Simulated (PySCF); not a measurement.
Compound: bromochlorodifluoromethane, CBrClF2.
Atom-mapped SMILES: `[F:1][C:2]([F:3])([Cl:4])[Br:5]`

Cartesian coordinates in Å at the PBE0-D3(BJ)/def2-SVP level; atoms count from 1:
```xyz
5
CBrClF2 angstrom
F      0.355    0.797   -1.079
C     -0.028   -0.014   -0.108
F     -0.370   -1.173   -0.643
Cl    -1.415    0.682    0.725
Br     1.458   -0.293    1.105
```

Method: core-valence-separated Tamm–Dancoff BHandHLYP/aug-pcX-1 (def2-SVPD on Br, def2-SVPD on Cl) in PySCF, non-relativistic, gas phase, PBE0-D3(BJ)/def2-SVP geometry.

Computed carbon K-edge spectrum, Gaussian lines of 0.4 eV full width, highest printed point 100; it ends one width below the last computed root. BHandHLYP without relativity tends to put these K edges a few eV too low, so spacings mean more than positions.

(photon energy (eV), absorption): (289.0, 7), (289.2, 48), (289.4, 87), (289.6, 39), (289.8, 8), (290.0, 37), (290.2, 100), (290.4, 68), (290.6, 12), (290.8, 0), (291.0, 0), (291.2, 0), (291.4, 0), (291.6, 0), (291.8, 1), (292.0, 14), (292.2, 76), (292.4, 100), (292.6, 33), (292.8, 3), (293.0, 0), (293.2, 0), (293.4, 0), (293.6, 1), (293.8, 10), (294.0, 27), (294.2, 19), (294.4, 3), (294.6, 0), (294.8, 0), (295.0, 3), (295.2, 9), (295.4, 6), (295.6, 2)

Task: Assign the maxima to core holes.

Result: 5 maxima:
- 289.4 eV: C2 (CF2 carbon), 289.38 eV, f = 0.072, 100 % of the height at the exact maximum
- 290.2 eV: C2 (CF2 carbon), 290.25 eV, f = 0.085, 100 % of the height at the exact maximum
- 292.3 eV: C2 (CF2 carbon), 292.34 eV, f = 0.088, 100 % of the height at the exact maximum
- 294.0 eV: C2 (CF2 carbon), 294.05 eV, f = 0.024, 100 % of the height at the exact maximum
- 295.2 eV: C2 (CF2 carbon), 295.24 eV, f = 0.007, 100 % of the height at the exact maximum

Roots within 0.03 eV on the same or equivalent atoms count as one line; shares under 12 % aren't listed.

Vibrational structure and lifetime widths aren't in the curve. The ionisation threshold wasn't computed; near and above it a finite basis only mimics Rydberg series and continuum. Relativistic effects, spin–orbit coupling among them, are left out although an element past zinc is present.

Cost: about 18 s of CPU time on one thread; the machine was shared, so the figure is rough.
